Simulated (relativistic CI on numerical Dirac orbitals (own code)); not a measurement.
## Er2+: N4,5 absorption edge

Computed with this model: Dirac-Coulomb-Breit CI, orbitals from a KLI potential per configuration, model QED, valence Slater integrals scaled by 0.8, multiplet model of core-to-valence dipole absorption; configurations [Xe] 4f12 → [Kr] 4d9 4f13 5s2 5p6; 300 K; Lorentzian 0.5 eV and Gaussian 0.2 eV FWHM. Energies are those of the free ion, without screening or charge transfer. The branching ratio is the share of the lower-energy edge in the whole absorption, uncertain by about 0.02 where the edges overlap. S is read from ⟨S²⟩ = S(S + 1).

free ion: ground-state S = 0.99, centroid 173.19 eV. Peaks (eV, height): 167.2 (27), 170.4 (14), 175.1 (100).

Strongest unbroadened transitions for free ion:

```csv
Energy (eV),Relative strength
167.20,27.2
170.38,13.1
175.10,100.0
186.10,0.7
```
